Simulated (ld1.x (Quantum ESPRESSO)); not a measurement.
copper, ultrasoft: configuration errors across variants

```json
{"Element": "copper", "Generator": "ld1.x (Quantum ESPRESSO) 7.5", "Type": "ultrasoft", "Functional": "BLYP", "Relativity": "fully relativistic", "Frozen core": "[Ne] 3s2", "Valence charge": "17", "Reference configuration": "3p6 3d9 4s2 4p0", "Partial waves": "4s (bound): rcut 1.85, rcutus 2.50 bohr; 4s channel at 0.85 Ry: rcut 1.85, rcutus 2.50 bohr; 3p (bound): rcut 1.05, rcutus 1.25 bohr; 4p (bound, empty): rcut 1.05, rcutus 1.25 bohr; 3d (bound): rcut 1.05, rcutus 1.15 bohr; 3d channel at 0.65 Ry: rcut 1.05, rcutus 1.15 bohr", "Local potential": "all-electron potential smoothed inside 2.10 bohr (lloc = -1)", "Core correction": "Bessel-smoothed model core, default radius (core density twice the valence density)", "Augmentation charge": "built from norm-conserving waves at rcut, not smoothed further"}
```

Open shells are filled in proportion to 2j + 1 (rel_dist='average').

All-electron excitation energies from the reference (eV): (1) 3p6 3d10 4s1 4p0 -1.902; (2) 3p6 3d10 4s0 4p0 6.375; (3) 3p6 3d9 4s0 4p0 27.757; (4) 3p6 3d8 4s0 4p0 66.785; (5) 3p6 3d7 4s0 4p0 126.465; (6) 3p6 3d9 4s1 4p1 4.860; (7) 3p6 3d9 4s1 4p0 9.648.

Tests that are not counted but printed errors over 1 eV. “all radii but the core radius scaled by about 0.93 (s 2.34, p 1.16, d 1.08 bohr, rcut 1.72/0.98/0.98); local potential all-electron potential smoothed inside 1.96 bohr (lloc = -1)”: 3p6 3d9 4s1 4p1 (solver errors, printed error -4.6 eV).

3 further variants failed, have other tests or too few solved ones, and are left out.

Errors AE − PS in meV (a dash: test not solved or not reliable):

| change | (1) | (2) | (3) | (4) | (5) | (6) | (7) | bound ghosts |
| --- | --- | --- | --- | --- | --- | --- | --- | --- |
| base | -67 | -147 | -44 | +30 | -151 | -628 | -7.4 | not determined |
| all radii but the core radius scaled by about 0.75 (s 1.86, p 0.94, d 0.86 bohr, rcut 1.38/0.78/0.78); local potential all-electron potential smoothed inside 1.56 bohr (lloc = -1) | -20 | -43 | -14 | +6.9 | -39 | -2.0 | -2.3 | none |
| all radii but the core radius scaled by about 0.93 (s 2.34, p 1.16, d 1.08 bohr, rcut 1.72/0.98/0.98); local potential all-electron potential smoothed inside 1.96 bohr (lloc = -1) | -61 | -135 | -42 | +27 | -134 | – | -7.0 | not determined |
| all radii but the core radius scaled by about 1.09 (s 2.74, p 1.36, d 1.26 bohr, rcut 2.02/1.14/1.14); local potential all-electron potential smoothed inside 2.30 bohr (lloc = -1) | – | – | – | – | – | – | – | not determined |

Task: Give the same row for: all radii but the core radius scaled by about 0.86 (s 2.14, p 1.08, d 0.98 bohr, rcut 1.58/0.90/0.90); local potential all-electron potential smoothed inside 1.80 bohr (lloc = -1).

Result: -51, -111, -36, +20, -119, –, -5.9; bound ghosts: not determined. Not counted: 3p6 3d9 4s1 4p1 (solver errors, printed error -1.4 eV).
